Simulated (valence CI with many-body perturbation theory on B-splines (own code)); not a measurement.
## Ca7+: electric-dipole lines

Method: configuration interaction combined with many-body perturbation theory (CI+MBPT): three valence electrons over a frozen Dirac-Fock core [Ne], radial functions for each j: 11 s, 11 p, 9 d, 7 f, 5 g, 2 h, 1 i, with the one-electron correlation potential Σ1 (screened to all orders), the two-electron term Σ2, the three-electron term Σ3, Breit, model QED; selected single and double excitations, second order for the rest, scaled by the run's own slope (own B-spline code, finite nucleus).

No measured levels were compared; by estimate levels hold to about 100 cm⁻¹ or 0.05 % of their energy and the worst to 300 or 400 cm⁻¹, as in measured light ions of charge 2 to 7.

Lines 1 to 50 of 274 in falling wavelength, among levels below 644670 cm⁻¹, chosen from the strongest by gf and those to the six lowest levels. Wavelengths and rates use the calculated energies, so an error of 200 cm⁻¹ moves a line at 154.1 nm by 0.31 % and its rate by three times that or more. Electric multipoles are in the length gauge, E1 and E2 with the static RPA response of the core. Weak lines are less certain than strong ones. Lines between different terms over intervals too small for the method are left out, as are lines whose strength nearly cancels. Where a level lies close to another of its J and parity, the split of strength between their lines is uncertain. The highest levels of a list are the least certain.

Names give the largest LS component (configuration and term), which can be under half, so a name can repeat, a term be missing and a line seem to break the LS rules; names also repeat where a configuration has a term twice. Letters in brackets count levels of one name in rising energy.

```csv
λ vac (nm),Upper,Lower,A (s⁻¹),S (a.u.) with core polarisation,S without
154.1,3s2 4p 2P°_1/2,3s2 4s 2S_1/2,6.35e+08,2.29e+00,2.30e+00
150.8,3s2 4p 2P°_3/2,3s2 4s 2S_1/2,6.77e+08,4.58e+00,4.59e+00
97.60,3p3 2D°_5/2,3s 3p2 2P_3/2,2.21e+08,6.09e-01,6.40e-01
95.62,3p3 2D°_3/2,3s 3p2 2P_1/2,2.04e+08,3.52e-01,3.70e-01
93.14,3p2 3d 2D_5/2,3s 3p 3d 2D°_5/2 [b],1.89e+08,4.51e-01,4.74e-01
92.06,3p2 3d 2D_3/2 [a],3s 3p 3d 2D°_3/2 [b],1.91e+08,2.94e-01,3.08e-01
91.54,3p2 3d 2G_7/2,3s 3p 3d 2F°_5/2 [b],2.91e+08,8.82e-01,9.27e-01
90.37,3p2 3d 2G_9/2,3s 3p 3d 2F°_7/2 [b],3.09e+08,1.12e+00,1.18e+00
83.70,3p2 3d 2F_7/2,3s 3p 3d 2F°_7/2 [a],3.44e+08,7.96e-01,8.35e-01
82.52,3p2 3d 2F_5/2,3s 3p 3d 2F°_5/2 [a],3.98e+08,6.62e-01,6.95e-01
79.71,3s 3p2 4P_1/2,3s2 3p 2P°_3/2,7.82e+05,3.91e-04,4.08e-04
78.71,3s 3p2 4P_3/2,3s2 3p 2P°_3/2,4.04e+05,3.89e-04,4.08e-04
77.28,3s 3p2 4P_5/2,3s2 3p 2P°_3/2,1.27e+06,1.73e-03,1.82e-03
77.06,3s 3p2 4P_1/2,3s2 3p 2P°_1/2,1.33e+06,6.00e-04,6.28e-04
76.13,3s 3p2 4P_3/2,3s2 3p 2P°_1/2,3.15e+04,2.74e-05,2.87e-05
74.52,3p2 3d 2P_3/2 [b],3s 3p 3d 2D°_5/2 [b],3.64e+08,2.98e-01,3.11e-01
72.10,3p2 3d 2P_3/2 [b],3s 3p 3d 2P°_3/2 [b],5.12e+08,3.79e-01,3.97e-01
70.60,3p2 3d 2F_5/2,3s 3p 3d 2D°_3/2 [a],6.42e+08,6.69e-01,7.01e-01
70.36,3p2 3d 2S_1/2,3s 3p 3d 2P°_3/2 [b],7.27e+08,2.50e-01,2.62e-01
70.25,3p2 3d 2D_3/2 [b],3s 3p 3d 2P°_1/2 [b],5.82e+08,3.98e-01,4.17e-01
70.24,3p2 3d 2S_1/2,3s 3p 3d 2P°_1/2 [b],5.99e+08,2.05e-01,2.14e-01
69.75,3p2 3d 2F_7/2,3s 3p 3d 2D°_5/2 [a],6.83e+08,9.15e-01,9.58e-01
69.65,3p3 2P°_3/2,3s 3p2 2P_3/2,8.28e+08,5.52e-01,5.79e-01
68.49,3p3 2P°_1/2,3s 3p2 2P_1/2,9.76e+08,3.09e-01,3.24e-01
66.92,3p2 3d 2G_9/2,3s 3p 3d 2F°_7/2 [a],1.66e+09,2.45e+00,2.55e+00
65.64,3p2 3d 2G_7/2,3s 3p 3d 2F°_5/2 [a],1.68e+09,1.87e+00,1.96e+00
63.04,3p2 3d 2P_3/2 [a],3s 3p 3d 2D°_5/2 [a],1.04e+09,5.15e-01,5.39e-01
62.92,3p2 3d 2D_3/2 [b],3s 3p 3d 2P°_1/2 [a],3.86e+08,1.90e-01,1.99e-01
62.32,3p2 3d 4F_5/2,3s 3p 3d 4D°_5/2,2.99e+08,2.14e-01,2.24e-01
62.32,3p2 3d 4F_3/2,3s 3p 3d 4D°_1/2,7.46e+08,3.57e-01,3.73e-01
62.25,3p3 2P°_3/2,3s 3p2 2S_1/2,4.98e+08,2.37e-01,2.49e-01
62.17,3p2 3d 4F_5/2,3s 3p 3d 4D°_3/2,8.15e+08,5.80e-01,6.07e-01
61.87,3p2 3d 4F_7/2,3s 3p 3d 4D°_7/2,2.13e+08,1.99e-01,2.09e-01
61.84,3s 3p 3d 2F°_5/2 [a],3s2 3d 2D_3/2,6.54e+08,4.58e-01,4.81e-01
61.82,3p2 3d 4F_7/2,3s 3p 3d 4D°_5/2,1.06e+09,9.93e-01,1.04e+00
61.28,3p2 3d 4F_9/2,3s 3p 3d 4D°_7/2,1.55e+09,1.76e+00,1.84e+00
60.99,3p2 3d 4F_5/2,3s 3p 3d 4P°_3/2,3.82e+08,2.57e-01,2.69e-01
60.89,3p3 2D°_3/2,3s 3p2 2D_3/2,1.01e+09,4.52e-01,4.74e-01
60.81,3p3 2D°_5/2,3s 3p2 2D_5/2,1.17e+09,7.79e-01,8.17e-01
60.72,3p3 2D°_5/2,3s 3p2 2D_3/2,9.49e+07,6.29e-02,6.60e-02
60.63,3s 3p 3d 2F°_7/2 [a],3s2 3d 2D_5/2,8.17e+08,7.19e-01,7.55e-01
60.13,3p2 3d 4F_7/2,3s 3p 3d 4P°_5/2,3.12e+08,2.68e-01,2.81e-01
59.79,3s 3p2 2D_3/2,3s2 3p 2P°_3/2,8.37e+07,3.53e-02,3.70e-02
59.69,3s 3p2 2D_5/2,3s2 3p 2P°_3/2,7.75e+08,4.88e-01,5.11e-01
58.28,3s 3p2 2D_3/2,3s2 3p 2P°_1/2,7.59e+08,2.97e-01,3.11e-01
57.67,3p2 3d 4D_5/2,3s 3p 3d 4D°_5/2,7.71e+08,4.38e-01,4.58e-01
57.63,3p2 3d 4D_3/2,3s 3p 3d 4D°_3/2,8.79e+08,3.32e-01,3.47e-01
57.37,3p2 3d 4D_7/2,3s 3p 3d 4D°_7/2,5.63e+08,4.19e-01,4.38e-01
57.29,3p3 4S°_3/2,3s 3p2 2D_3/2,1.29e+06,4.78e-04,5.00e-04
56.92,3p2 3d 4D_3/2,3s 3p 3d 4P°_1/2,9.60e+08,3.49e-01,3.65e-01
```
